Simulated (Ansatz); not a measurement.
`CN[SiH2]Cl` + H₂O → `CN[SiH2]O` + HCl at 600 K and 1 bar (formal hydrolysis of the Si–Cl bond).

Program: Ansatz. Geometries: PBE0-D4/def2-TZVP. ΔE: electronic, gas phase. CBS: MP2 limit from def2 TZ/QZ plus the TZ coupled-cluster correction, frozen cores. This one scheme is used for every species. One conformer a species, not always the lowest.

```
     species  CCSD(T)/CBS energy (Eh)  H − E (kJ/mol)  S (J/(mol·K))
`CN[SiH2]Cl`               -845.29269           248.4          411.7
         H₂O                -76.37941            76.8          212.8
 `CN[SiH2]O`               -461.28708           284.6          416.4
         HCl               -460.38127            35.4          207.2
```

H − E and S are ideal-gas, rigid-rotor, harmonic terms from PBE0-D4/def2-TZVP, for one conformer and one mirror image of each species. 1 Eh = 2625.50 kJ/mol, R = 8.31446 J/(mol·K).

**Question.** By hand: ΔE, ΔH, ΔS and ΔG.

**Answer.** ΔE = (-461.28708) + (-460.38127) − (-845.29269) − (-76.37941) = 0.00375 Eh = 9.8 kJ/mol. Δ(H − E) = 284.6 + 35.4 − 248.4 − 76.8 = -5.2, so ΔH = 4.6 kJ/mol. ΔS = 416.4 + 207.2 − 411.7 − 212.8 = -0.9 J/(mol·K). ΔG = 4.6 − 600 × (-0.9)/1000 = 5.1 kJ/mol.

**Question.** By hand: the equilibrium constant, and the temperature at which ΔG would vanish if ΔH and ΔS stayed fixed.

**Answer.** log₁₀ K = −ΔG/(RT ln 10) = -0.4. ΔH and −TΔS have one sign here, so there is no such temperature.

The number of gas molecules stays the same, so ΔS is small and ΔH decides. The sign of ΔG lies within the doubt. A doubt of 5 kJ/mol in ΔE shifts log₁₀ K by 0.4 here. Other conformers and mirror images would add mixing entropy, several J/(mol·K) or more a flexible species. These are equilibria of isolated gas molecules and say nothing of rates. Largest T1 diagnostic: 0.011 (customary marks: 0.02 for closed shells, 0.045 for open ones).

ΔS is within the doubt of such terms, so its sign, and with it that verdict, could turn.
